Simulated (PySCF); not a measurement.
Al(F)(OMe)(NH2) (CH5AlFNO), SMILES C[O][Al]([NH2])[F].

The structure is a stationary point at PBE-D3(BJ)/def2-SVP. The structure was generated by enumeration; whether it is a known compound was not checked. The values are those of a single conformer.

Calculation: PBE-D3(BJ)/def2-SVP run with PySCF.

Frequencies are harmonic and unscaled.

Computed normal modes with their intensities:
```tsv
mode	ν (cm⁻¹)	IR (km/mol)	moving atoms (share of kinetic energy)
1	65	0.0	H 97 %
2	79	3.6	O 47 %, H 21 %, C 17 %, N 12 %
3	90	7.2	C 32 %, F 26 %, H 23 %
4	189	5.2	N 27 %, H 25 %, F 22 %, Al 10 %, O 8 %
5	260	112.7	Al 62 %, N 15 %, O 12 %, F 10 %
6	275	28.3	O 42 %, F 21 %, Al 16 %, N 10 %
7	316	98.6	H 85 %, N 11 %
8	340	2.8	H 97 %
9	602	1.1	O 24 %, N 22 %, H 19 %, C 17 %, F 15 %
10	642	38.2	H 61 %, N 22 %, F 15 %
11	849	119.5	Al 48 %, N 15 %, F 14 %, C 9 %, H 8 %
12	910	129.7	Al 51 %, F 23 %, N 20 %
13	1144	36.4	H 69 %, C 22 %, O 9 %
14	1149	0.0	H 76 %, C 19 %
15	1217	334.6	O 55 %, C 32 %, H 8 %
16	1423	1.1	H 97 %
17	1427	2.3	H 96 %
18	1436	18.4	H 88 %, C 10 %
19	1468	43.2	H 89 %, N 11 %
20	2909	111.6	H 97 %
21	2984	46.3	H 90 %, C 10 %
22	2987	44.8	H 90 %, C 10 %
23	3524	35.0	H 96 %
24	3617	33.8	H 91 %, N 9 %
```
